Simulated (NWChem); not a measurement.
System: C₆H₁₃O, doublet; SMILES CC(C)CC(C)[O]

Here is an NWChem input.

```
start job
memory heap 200 mb stack 900 mb global 1100 mb
geometry units angstroms noautosym nocenter noautoz
  C      0.819014     1.762878    -0.902297
  C      0.205660     1.324666     0.424023
  C     -1.283465     1.650352     0.484597
  C      0.504291    -0.138961     0.757822
  C      0.216876    -1.195544    -0.353676
  C      0.568086    -2.597162     0.137161
  O     -1.090837    -1.074346    -0.686878
  H      0.313866     1.272971    -1.750176
  H      1.892889     1.521850    -0.958142
  H      0.714333     2.849848    -1.041227
  H      0.700303     1.906210     1.224889
  H     -1.837173     1.081165    -0.278547
  H     -1.459853     2.723363     0.308986
  H     -1.710149     1.396866     1.467669
  H     -0.054782    -0.440681     1.659031
  H      1.576370    -0.261189     0.987096
  H      0.869482    -0.919608    -1.212949
  H      1.639911    -2.675121     0.376258
  H     -0.017210    -2.847788     1.034805
  H      0.336016    -3.339273    -0.640670
end
basis spherical
  * library 6-31g*
end
dft
  odft
  mult 2
  xc m06-2x
  iterations 150
end
cosmo
  do_cosmo_smd true
  solvent hexane
end
task dft energy
```

The geometry was optimised at PBE0/def2-SVP, spin-unrestricted. No frequency run checked for a minimum. No stability test was run on the SCF state. Solvent: n-hexane.

Level: M06-2X/6-31G* with SMD (1 M gas to 1 M solution), gas-phase geometry. Reactions with the solvent are ignored.

Question: Predict the main results of this run. (M06-2X/6-31G* (spherical d), spin-unrestricted, SMD on the gas-phase geometry.) Quantities: solvation free energy (kcal/mol); cavity-dispersion-structure term (kcal/mol); dipole in solution (D).

Answer: 
```json
{
 "solvation free energy (kcal/mol)": "-4.4",
 "cavity-dispersion-structure term (kcal/mol)": "-3.2",
 "dipole in solution (D)": "2.16"
}
```
